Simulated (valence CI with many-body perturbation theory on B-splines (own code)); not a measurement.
# Run record, Os³⁶⁺

Computed by valence CI with perturbative core correlation (CI+MBPT): four valence electrons over a frozen Dirac-Fock core [Kr], a basis of 6 s, 6 p, 5 d, 5 f, 1 g functions for each j, with the one-electron correlation potential Σ1 (screened to all orders), the two-electron term Σ2, the three-electron term Σ3, Breit, model QED; selected single and double excitations, second order for the rest, scaled by the run's own slope (own B-spline code, finite nucleus).

Command, and the settings that its task file holds:

```sh
python run_cv.py task.json out
```

```
atom Os  Z=76  mass_number=192  rms_radius_fm=5.4126
core [Kr]
valence 4d4
avg = 1
basis = S
breit = 1
cap = 20000
capref = 1200
cscale = 1
de = 0.0
dress = 0
eps = 2e-08
extrap = 1
h = 0.27
hh = 1
l2 = 3
lcore = 6
maxit = 60
n2 = 5
natural = 1
nlev = 30
nno = [3, 3, 3, 3, 1]
nroot = 26
nsp = [3, 3, 2, 2, 0]
pt2 = 1
qed = 1
rpa = 1
s1 = 1
s2 = 1
s3 = 1
screen = 1
tol = 2e-05
whole = 1
```

It took 67 s on 1 thread of Arm Neoverse N1, on a shared host.

Log. The first blocks belong to the next ion, which gives the ionisation energy. Fields: 2J, parity (1 odd), roots, reference size, generating configurations, candidates as configurations/state functions, variational space P, stored matrix elements, Davidson steps; e2 is the range of second-order energies in hartree. The first line gives the box (bohr), its intervals, the orbitals and the steps of their self-consistent field. Window is the range of levels sought, series limit the energy at which the first omitted orbital would enter, core excitation an estimate of the first excitation out of the core, left out the lowest levels not solved, and shifts from estimates the range by which levels moved from their first estimate, all in cm⁻¹.

```
rmax 4.0 intervals 58 orbitals 40 references ['4d4', '4d3 4f', '4d2 4f2', '4d3 5s', '4d3 5p'] scf 4 t 2.4
2J=3 par=0 roots 2 ref 38 generators 5 cand 1144/2800 P 522/1261 nnz 0 it 0
2J=3 par=0 roots 2 ref 38 generators 9 cand 1280/3047 P 695/1734 nnz 0 it 4
   second order: generators 10 cand 1425/3341 e2 -0.00001 -0.00000
reference levels 697, estimated 34, window 602687 1/cm; series limit 6769098, core excitation 1325667
2J=0 par=0 roots 5 ref 26 generators 9 cand 2680/6199 P 1121/2207 nnz 0 it 5
2J=0 par=0 roots 5 ref 26 generators 11 cand 2471/5679 P 1471/3214 nnz 1.3e+06 it 5
   second order: generators 19 cand 4648/10459 e2 -0.00001 -0.00000
2J=2 par=0 roots 4 ref 44 generators 8 cand 3174/18955 P 827/3999 nnz 3.6e+06 it 5
2J=2 par=0 roots 4 ref 44 generators 10 cand 2848/17499 P 1148/5987 nnz 6.2e+06 it 5
   second order: generators 11 cand 3165/19118 e2 -0.00002 -0.00001
2J=8 par=0 roots 7 ref 85 generators 10 cand 3333/32378 P 549/3998 nnz 3.7e+06 it 4
2J=8 par=0 roots 7 ref 85 generators 12 cand 3133/30965 P 1178/8561 nnz 1.3e+07 it 5
   second order: generators 17 cand 3856/42845 e2 -0.00004 -0.00002
2J=4 par=0 roots 8 ref 78 generators 11 cand 3370/29051 P 576/3997 nnz 3.5e+06 it 5
2J=4 par=0 roots 8 ref 78 generators 12 cand 3157/27624 P 1298/9332 nnz 1.4e+07 it 8
   second order: generators 18 cand 4161/37278 e2 -0.00004 -0.00002
2J=6 par=0 roots 6 ref 77 generators 8 cand 3362/33141 P 496/3999 nnz 3.9e+06 it 4
2J=6 par=0 roots 6 ref 77 generators 10 cand 3181/31700 P 1113/8798 nnz 1.4e+07 it 5
   second order: generators 14 cand 3916/42244 e2 -0.00003 -0.00002
2J=10 par=0 roots 2 ref 63 generators 4 cand 2475/22948 P 614/3996 nnz 4e+06 it 4
2J=10 par=0 roots 2 ref 63 generators 7 cand 2943/25710 P 865/5566 nnz 7e+06 it 4
   second order: generators 9 cand 3384/32678 e2 -0.00003 -0.00003
2J=12 par=0 roots 2 ref 54 generators 3 cand 2126/16780 P 748/3393 nnz 2.8e+06 it 4
2J=12 par=0 roots 2 ref 54 generators 7 cand 2601/19330 P 874/4105 nnz 3.7e+06 it 4
   second order: generators 11 cand 3815/31763 e2 -0.00002 -0.00002
left out: unestimated 1746645, estimated none, shifts from estimates -68 to 0
operators 5.1
```

The Davidson iterations converged.

No measured spectrum was set against this ion. As an estimate, large intervals hold to a few tenths of a per cent, small ones and those within an open d or f shell to about a per cent. Only levels of the ground parity were solved; by the run's estimate the other parity begins above the list, which can be wrong where configurations are misplaced.

```yaml
Valence_energy: -248.7515 hartree
Ionisation_energy: "1606.9 eV (NIST: 1606 ± 5 eV (theoretical))"
Reference_configurations_for_the_orbitals: 4d4, 4d3 4f, 4d2 4f2, 4d3 5s, 4d3 5p
Radial_orbitals: 40
Box_radius: 4.036 bohr
Largest_variational_space: 9332
Lowest_levels: (4d3/2^4) J=0 0.000, (4d3/2^3 4d5/2) J=1 17.128, (4d3/2^3 4d5/2) J=4 22.302, (4d3/2^3 4d5/2) J=2 22.679, (4d3/2^3 4d5/2) J=3 24.132, (4d3/2^2 4d5/2^2) J=0 [a] 37.963, (4d3/2^2 4d5/2^2) J=2 [a] 38.517, (4d3/2^2 4d5/2^2) J=4 [a] 39.284, (4d3/2^2 4d5/2^2) J=3 [a] 39.797, (4d3/2^2 4d5/2^2) J=5 41.780, (4d3/2^2 4d5/2^2) J=1 43.127, (4d3/2^2 4d5/2^2) J=6 43.240, (4d3/2^2 4d5/2^2) J=3 [b] 44.803, (4d3/2^2 4d5/2^2) J=4 [b] 45.041 eV
```

Levels are named by their leading jj configuration (3d3/2^4 stands for four electrons in 3d with j = 3/2), which in mixed levels can hold well under half, so a name can repeat and another be missing. Letters in brackets count levels of one name in rising energy.
